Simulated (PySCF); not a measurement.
Atomic charges by several schemes

Compound: C₅H₉NO₂Si.
SMILES with atom numbers: `[CH3:1][O:2][Si@@H:3]([OH:4])[C@H:5]1[CH2:6][C@@H:7]1[C:8]#[N:9]` (hydrogens: H10, H11, H12 on C1; H13 on Si3; H14 on O4; H15 on C5; H16, H17 on C6; H18 on C7)

Geometry (GFN2-xTB, Å), atoms numbered from 1 in this order:
```
atom  x, y, z in Å
C1     2.6842    0.6678   -0.7015
O2     1.9821    0.3083    0.4510
Si3    0.8112   -0.8037    0.6249
O4     0.3473   -0.6734    2.1700
C5    -0.7276   -0.4348   -0.4003
C6    -2.0801   -0.8958    0.0377
C7    -1.7416    0.5669    0.1237
C8    -2.3222    1.4682   -0.8014
N9    -2.7741    2.1936   -1.5652
H10    3.2874   -0.1692   -1.0594
H11    3.3392    1.5013   -0.4475
H12    2.0023    0.9768   -1.4961
H13    1.2983   -2.1485    0.3131
H14    0.9942   -0.4982    2.8483
H15   -0.5870   -0.4028   -1.4760
H16   -2.7907   -1.2091   -0.7141
H17   -2.1551   -1.4285    0.9730
H18   -1.5765    0.9874    1.1081
```

Density: PBE0/pcSseg-1 (PySCF); schemes: Mulliken, IAO, Hirshfeld and ESP-fitted. Isolated species at its GFN2-xTB geometry (one conformer only).

**Question.** At which atom do the 4 schemes differ most?

**Answer.** At Si3: from +0.466 (Hirshfeld) to +1.349 e (IAO), 0.883 e apart.

**Question.** Do the Mulliken, IAO, Hirshfeld and ESP-fitted schemes agree on where the charge is lowest?

**Answer.** The schemes don't all agree: Mulliken O2 (-0.640); IAO O4 (-0.798); Hirshfeld O4 (-0.299); ESP-fitted O4 (-0.670).

**Question.** Give the atomic charges in each scheme.

**Answer.** In e:

```csv
atom,environment,Mulliken,IAO,Hirshfeld,ESP-fitted
C1,methoxy carbon,-0.011,-0.197,-0.030,-0.163
O2,silyl ether oxygen,-0.640,-0.647,-0.234,-0.393
Si3,oxygen-bound silicon,+1.135,+1.349,+0.466,+0.733
O4,silanol oxygen,-0.555,-0.798,-0.299,-0.670
C5,sp3 carbon bound to silicon,-0.505,-0.445,-0.127,-0.241
C6,three-membered-ring carbon,-0.114,-0.256,-0.066,-0.434
C7,sp3 carbon next to a nitrile,-0.268,-0.171,-0.019,-0.115
C8,nitrile carbon,+0.147,+0.142,+0.081,+0.410
N9,nitrile nitrogen,-0.260,-0.263,-0.240,-0.495
H10,methyl hydrogen,+0.101,+0.131,+0.043,+0.100
H11,methyl hydrogen,+0.123,+0.158,+0.052,+0.129
H12,methyl hydrogen,+0.105,+0.132,+0.045,+0.092
H13,Si–H hydrogen,-0.145,-0.188,-0.090,-0.129
H14,hydroxyl hydrogen,+0.255,+0.375,+0.185,+0.437
H15,methine hydrogen,+0.162,+0.163,+0.051,+0.173
H16,methylene hydrogen,+0.148,+0.164,+0.059,+0.205
H17,methylene hydrogen,+0.150,+0.163,+0.057,+0.211
H18,methine hydrogen,+0.175,+0.186,+0.066,+0.152
```

Mean size of the charges over all atoms: IAO 0.329 e, ESP-fitted 0.293 e, Mulliken 0.278 e, Hirshfeld 0.123 e. Each set sums to the total charge, 0, to within 0.001 e. The ESP scheme fits charges at the nuclei, held to the total charge, to the electrostatic potential on points at 1.4 to 2.0 times the van der Waals radii. The Hirshfeld scheme divides the density at each point in proportion to the densities of the neutral, spherically averaged free atoms.

**Question.** How many electrons does the ESP-fitted scheme count on C1?

**Answer.** Z − q = 6 − (-0.163) = 6.163.

**Question.** Sum the charges by element, for elements with more than one atom.

**Answer.** 
```json
{"element": "C", "atoms": "5", "Mulliken": "-0.751", "IAO": "-0.926", "Hirshfeld": "-0.161", "ESP-fitted": "-0.544"}
{"element": "O", "atoms": "2", "Mulliken": "-1.195", "IAO": "-1.445", "Hirshfeld": "-0.533", "ESP-fitted": "-1.064"}
{"element": "H", "atoms": "9", "Mulliken": "+1.072", "IAO": "+1.284", "Hirshfeld": "+0.468", "ESP-fitted": "+1.369"}
```

**Question.** How closely do the schemes follow one another over all atoms?

**Answer.** Correlation coefficient and root-mean-square difference: Mulliken with IAO 0.98, 0.104 e; IAO with Hirshfeld 0.97, 0.290 e; Mulliken with Hirshfeld 0.95, 0.230 e; Hirshfeld with ESP-fitted 0.94, 0.201 e; IAO with ESP-fitted 0.91, 0.194 e; Mulliken with ESP-fitted 0.88, 0.186 e.
